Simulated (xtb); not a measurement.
CuI, singlet, at a GFN2-xTB geometry (such geometries of metal compounds can be far from the true shape); GFN0-xTB in xtb 6.7.1.

xtb was given this input:
```
$ xtb mol.xyz --gfn 0 --ohess --json

# file mol.xyz
2

Cu    -0.00000000    -0.00000000    -1.55408011
I      0.00000000     0.00000000     0.85034572
```

Output, abridged:

```
   ID    Z sym.   atoms
    1   29 Cu     1
    2   53 I      2

           -------------------------------------------------
          |                Calculation Setup                |
           -------------------------------------------------

           -------------------------------------------------
          |                 G F N 0 - x T B                 |
           -------------------------------------------------

          ...................................................
          :                      SETUP                      :
          :.................................................:
          :  # basis functions                  20          :
          :  # atomic orbitals                  18          :
          :  # shells                            6          :
          :  # electrons                        18          :
          :  electronic temp.          300.0000000     K    :
          :  accuracy                    1.0000000          :
          :  -> integral cutoff          0.2500000E+02      :
          :  -> integral neglect         0.1000000E-07      :
          ...................................................

         :::::::::::::::::::::::::::::::::::::::::::::::::::::
         ::                     SUMMARY                     ::
         :::::::::::::::::::::::::::::::::::::::::::::::::::::
         :: total energy              -8.107864410384 Eh    ::
         :: gradient norm              0.015792654650 Eh/a0 ::
         :: HOMO-LUMO gap              3.720222642799 eV    ::
         ::.................................................::
         :: H0 energy                 -8.080646515096 Eh    ::
         :: repulsion energy           0.011661523119 Eh    ::
         :: electrostat energy        -0.038658153715 Eh    ::
         :: -> Gsolv                   0.000000000000 Eh    ::
         ::    -> Gsasa                0.000000000000 Eh    ::
         ::    -> Gshift               0.000000000000 Eh    ::
         :: dispersion energy         -0.000221264692 Eh    ::
         :: short-range corr.          0.000000000000 Eh    ::
         :: add. restraining           0.000000000000 Eh    ::
         :: total charge               0.000000000000 e     ::
         :::::::::::::::::::::::::::::::::::::::::::::::::::::

      -----------------------------------------------------------
     |                   =====================                   |
     |                        A N C O P T                        |
     |                   =====================                   |
     |               Approximate Normal Coordinate               |
     |                Rational Function Optimizer                |
      -----------------------------------------------------------
      -----------------------------------------------------------
     |                   =====================                   |
     |                        A N C O P T                        |
     |                   =====================                   |
     |               Approximate Normal Coordinate               |
     |                Rational Function Optimizer                |
      -----------------------------------------------------------

          ...................................................
          :                      SETUP                      :
          :.................................................:
          :   optimization level            normal          :
          :   max. optcycles                   200          :
          :   ANC micro-cycles                  20          :
          :   degrees of freedom                 1          :
          :.................................................:
          :   RF solver                   davidson          :
          :   write xtbopt.log                true          :
          :   linear (good luck)              true          :
          :   energy convergence         0.5000000E-05 Eh   :
[...]
 * total energy  :    -8.1078644 Eh     change        0.0000000E+00 Eh
 * total energy  :    -8.1061981 Eh     change        0.1666286E-02 Eh
 * total energy  :    -8.1082548 Eh     change       -0.2056650E-02 Eh
 * total energy  :    -8.1083220 Eh     change       -0.6720452E-04 Eh
 * total energy  :    -8.1083443 Eh     change       -0.2231672E-04 Eh
 * total energy  :    -8.1083444 Eh     change       -0.9743060E-07 Eh
   *** GEOMETRY OPTIMIZATION CONVERGED AFTER 6 ITERATIONS ***
         :: total energy              -8.108344393612 Eh    ::
[...]
          |               Frequency Printout                |
           -------------------------------------------------
 vibrational frequencies (cm⁻¹)
eigval :        0.00     0.00     0.00     0.00     0.00   256.11
 reduced masses (amu)
   1: 84.69   2: 84.69   3:105.76   4:105.76   5:105.76   6: 84.69
 IR intensities (km·mol⁻¹)
   1:  1.20   2:  1.20   3:  0.00   4:  0.00   5:  0.00   6:  0.64
 Raman intensities (Ä⁴*amu⁻¹)
   1:  0.00   2:  0.00   3:  0.00   4:  0.00   5:  0.00   6:  0.00
 output can be read by thermo (or use thermo option).
 writing <g98.out> molden fake output.
 recommended (thermochemical) frequency scaling factor: 1.0
           -------------------------------------------------
          |             Thermodynamic Functions             |
           -------------------------------------------------

cin symmetry found (for desy threshold:  0.10E+00) used in thermo

          ...................................................
          :                      SETUP                      :
          :.................................................:
          :  # frequencies                           1      :
          :  # imaginary freq.                       0      :
          :  linear?                              true      :
          :  only rotor calc.                    false      :
          :  symmetry                              cin      :
          :  rotational number                       1      :
          :  scaling factor                  1.0000000      :
          :  rotor cutoff                   50.0000000 cm⁻¹ :
          :  imag. cutoff                  -20.0000000 cm⁻¹ :
          :.................................................:

    mode    ω/cm⁻¹     T·S(HO)/kcal·mol⁻¹    T·S(FR)/kcal·mol⁻¹   T·S(vib)
   ------------------------------------------------------------------------
       1    256.11    -0.50332 ( 99.85%)    -0.57250 (  0.15%)    -0.50342
   ------------------------------------------------------------------------

   temp. (K)  partition function   enthalpy   heat capacity  entropy
                                   cal/mol     cal/K/mol   cal/K/mol   J/K/mol
 298.15  VIB   1.41                  299.929      1.751      1.689
         ROT  0.313E+04              592.502      1.987     17.982
         INT  0.441E+04              892.430      3.739     19.671
         TR   0.254E+28             1481.254      4.968     41.619
         TOT                        2373.6843     8.7068    61.2900   256.4372

       T/K    H(0)-H(T)+PV         H(T)/Eh          T*S/Eh         G(T)/Eh
   ------------------------------------------------------------------------
    298.15    0.378271E-02    0.436617E-02    0.291208E-01   -0.247547E-01
   ------------------------------------------------------------------------

         :::::::::::::::::::::::::::::::::::::::::::::::::::::
         ::                  THERMODYNAMIC                  ::
         :::::::::::::::::::::::::::::::::::::::::::::::::::::
         :: total free energy          -8.133099056893 Eh   ::
         ::.................................................::
         :: total energy               -8.108344393612 Eh   ::
         :: zero point energy           0.000583463039 Eh   ::
         :: G(RRHO) w/o ZPVE           -0.025338126319 Eh   ::
         :: G(RRHO) contrib.           -0.024754663281 Eh   ::
         :::::::::::::::::::::::::::::::::::::::::::::::::::::

optimized geometry written to: xtbopt.xyz

           -------------------------------------------------
          | TOTAL ENERGY               -8.108344393612 Eh   |
          | TOTAL ENTHALPY             -8.103978223909 Eh   |
          | TOTAL FREE ENERGY          -8.133099056893 Eh   |
          | GRADIENT NORM               0.000101319798 Eh/α |
          | HOMO-LUMO GAP               3.652226648529 eV   |
           -------------------------------------------------

normal termination of xtb
```
